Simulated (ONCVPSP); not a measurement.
## Before and after: ONCV potential for titanium (Ti)

Ti (Z = 22), optimised norm-conserving Vanderbilt (ONCV), made with ONCVPSP 4.0.1 (PBE, scalar-relativistic). Core [Ar], reference 3d2 4s1 (charge +1). Waves: 4s: rc 2.65 bohr, ncon 4, nbas 8, qcut 2 1/bohr, 2 projectors, debl 1.9 Ha; p scattering state at 0.13 Ha: rc 2.10 bohr, ncon 4, nbas 7, qcut 3.7 1/bohr, 2 projectors, debl 0.6 Ha; 3d: rc 1.70 bohr, ncon 4, nbas 8, qcut 9.7 1/bohr, 2 projectors, debl 3.3 Ha. Local part: polynomial inside 1.30 bohr (lpopt 5, dvloc0 3 Ha). Core correction: Teter function fitted to the true core (icmod 2), fcfact 0.65.

All-electron outer shells of the reference configuration (PBE, scalar-relativistic, ld1.x):

```json
{"shell": "3p", "level (eV)": "-46.15", "outermost node (bohr)": "0.37", "outermost maximum (bohr)": "0.90"}
{"shell": "3d", "level (eV)": "-11.37", "outermost node (bohr)": "–", "outermost maximum (bohr)": "0.98"}
{"shell": "4s", "level (eV)": "-10.35", "outermost node (bohr)": "1.24", "outermost maximum (bohr)": "2.74"}
```

Change: d: qcut 10.5.

Cutoffs: the cutoffs (Ha) at which the residual kinetic energy of the hardest occupied pseudo-wave falls to 1 and 0.1 mHa per electron; they do not see the model core or the augmentation charge, which bear on the density cutoff. Errors are all-electron minus pseudo energies relative to the spin-unpolarised reference configuration.

Q: Predict the effect on cutoff, ghosts and configuration errors.

A: The potential gets harder (33 Ha and 38 Ha → 36 Ha and 42 Ha); both files keep a bound ghost (p); the errors of the 4 common tests hardly move. The waves are optimised to have the least kinetic energy above qcut, so the cutoff follows it (qcut²/2 in Ha).

```tsv
quantity	base	changed
cutoff, loose	33 Ha	36 Ha
cutoff, tight	38 Ha	42 Ha
loose cutoff by channel	s 5.4 Ha, d 33 Ha	s 5.4 Ha, d 36 Ha
bound ghosts	p	p
GHOST(+) flags under 300 eV	s at 22.3 eV	s at 22.3 eV
error for 3d2 4s2, meV [ΔE -7.35 eV]	+2.4	+2.3
error for 3d2 4s0, meV [ΔE 13.57 eV]	-3.4	-3.6
error for 3d1 4s0, meV [ΔE 40.52 eV]	-318	-329
error for 3d2 4s0 4p2, meV [ΔE -1.06 eV]	+2.6	+2.6
s: phases at 2.69 bohr within 0.05 rad from the reference energy up to (Ha; the scan ends near 5)	0.8	0.8
p: phases at 2.13 bohr within 0.05 rad from the reference energy up to (Ha; the scan ends near 5)	4.4	4.4
d: phases at 1.73 bohr within 0.05 rad from the reference energy up to (Ha; the scan ends near 5)	to the end of the scan	to the end of the scan
rms error of d²Exc/dni dnj with the model core, mHa	8.47	8.50
```

 A true bound ghost makes a file unfit for plane-wave use even where its test errors are small: the radial tests pick states by their node count and pass the ghost by.
